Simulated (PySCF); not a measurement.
**How methods differ on the ionisation energy of Ag⁺**

Ag⁺ [Kr] 4d10 (1S) → Ag²⁺ [Kr] 4d9 (2D), as a difference of total energies. All numbers are calculated (PySCF 2.14, scalar relativity through the core potential, in cc-pVDZ-PP with ECP28MDF (4s4p3d1f, 38 functions)). Correlated levels: valence: 4s2 4p6 frozen. The calculations carry no spin-orbit coupling.

```tsv
method	ionisation energy (eV)	difference from reference (eV)
UHF	19.736	-1.748
B3LYP	21.705	+0.221
PBE	21.760	+0.276
MP2 (valence)	21.284	-0.200
SCS-MP2 (valence)	21.117	-0.367
```

Reference: 21.484 eV (measured; NIST Atomic Spectra Database, ionization energies).

The reference lies between the lowest fine-structure levels, while these numbers refer to the centres of the terms.

Errors of the correlated levels include the incompleteness of this basis and the frozen core.
